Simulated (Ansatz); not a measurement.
Ansatz (a program for electronic structure) input:

Ansatz 0.2 input:
```yaml
crystal:
  periodic: [false, false, false]
  atoms:
    - {symbol: C, position_ang: [2.55448878, -0.01141632, -0.31562623]}
    - {symbol: C, position_ang: [1.23353703, -0.69259462, -0.15054844]}
    - {symbol: C, position_ang: [0.00667760, -0.06280030, -0.00093689]}
    - {symbol: C, position_ang: [-0.08990558, 1.44507440, 0.00386945]}
    - {symbol: C, position_ang: [-1.15639338, -0.80904162, 0.15274863]}
    - {symbol: C, position_ang: [-2.52316765, -0.23014316, 0.31236804]}
    - {symbol: H, position_ang: [3.36215627, -0.74058442, -0.37357172]}
    - {symbol: H, position_ang: [2.59820211, 0.59530906, -1.22736525]}
    - {symbol: H, position_ang: [2.78143295, 0.66296275, 0.51705396]}
    - {symbol: H, position_ang: [1.23342194, -1.77710172, -0.14606656]}
    - {symbol: H, position_ang: [-0.83501665, 1.79272906, -0.71473982]}
    - {symbol: H, position_ang: [0.85773547, 1.91789805, -0.24322096]}
    - {symbol: H, position_ang: [-0.39936125, 1.81398704, 0.98542911]}
    - {symbol: H, position_ang: [-1.06545235, -1.88933605, 0.13807560]}
    - {symbol: H, position_ang: [-2.88960569, 0.22265672, -0.61833209]}
    - {symbol: H, position_ang: [-2.55111780, 0.56110726, 1.06806924]}
    - {symbol: H, position_ang: [-3.24381596, -0.99409801, 0.60342097]}
basis:
  gaussian:
    orbitals: def2-TZVP
hamiltonian:
  xc: b3lyp
  dispersion: d3bj
magnetization: {spin_polarized: true, initial_magnetization: 1}
phonons: {temperatures: {t_min: 298.15, t_max: 298.15, t_step: 100}}
```

Question: Which total energy does the run end on?

Answer: -235.32548 Eh (B3LYP-D3(BJ)/def2-TZVP). The basis has 252 functions.

It need not be the lowest isomer of its formula.
